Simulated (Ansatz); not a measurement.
Reaction (formal exchange of groups at the Si–Si bond): `[AlH2][SiH]([SiH3])[SiH3]` + `C=C([SiH3])[SiH3]` → `C=C([SiH3])[SiH2][SiH3]` + `[AlH2][SiH2][SiH3]`

Program: Ansatz. Geometries: PBE0-D4/def2-TZVP. ΔE: electronic, gas phase. CCSD(T)/CBS adds triple-zeta CCSD(T) − MP2 to the extrapolated MP2 energy (def2 sets, frozen cores). Functionals use def2-TZVPP. Each species was taken in one conformer, which may not be the lowest.

(1) Is it downhill or uphill in electronic energy at CCSD(T)/CBS, and by how much? (Estimate.)

(2) What do these levels give: PBE-D4, ωB97M-V, PBE0, HF/def2-TZVPP, CCSD(T)/def2-TZVPP, MP2/CBS(def2)? (An estimate is asked.)

Largest T1 diagnostic among the species: 0.014.

## Answers

(1) Ansatz gave: Uphill: ΔE = +0.16 eV.

(2) Computed: PBE-D4 0.14, ωB97M-V 0.16, PBE0 0.15, HF/def2-TZVPP 0.14, CCSD(T)/def2-TZVPP 0.16, MP2/CBS(def2) 0.19 eV.
